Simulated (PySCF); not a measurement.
**Fe: excitation energy**

Fe [Ar] 3d6 4s2 (5D) → Fe [Ar] 3d5 4s2 5s1 (7S), as a difference of total energies. Calculation: PySCF 2.14, in aug-cc-pwCVTZ (10s9p7d4f3g, 127 functions); the non-relativistic Hamiltonian (point nucleus). Correlated levels: valence: [Ar] frozen; valence and next inner shell: [Ne] frozen; nothing frozen. The calculations carry no spin-orbit coupling.

| method | excitation energy (cm⁻¹) |
| --- | --- |
| UHF | 51148 |
| LDA | 74460 |
| PBE | 73437 |
| PBE0 | 69634 |
| r2SCAN0 | 68086 |
| wB97M-V | 69888 |
| MP2 (valence) | 64129 |
| SCS-MP2 (valence) | 66147 |
| MP2 (valence and next inner shell) | 66534 |
| SCS-MP2 (valence and next inner shell) | 66991 |
| MP2 (all electrons) | 66693 |
| SCS-MP2 (all electrons) | 67035 |

A first-order spin-orbit estimate (lowest level to lowest level, LS coupling) adds 0.059 eV.

The upper state lies above the first ionisation limit, where it may autoionise and the basis confines it. A Rydberg-like electron needs more diffuse functions than a valence basis has.

The promoted electron is Rydberg-like, and one or two diffuse shells describe it only roughly, which tends to raise the upper state.
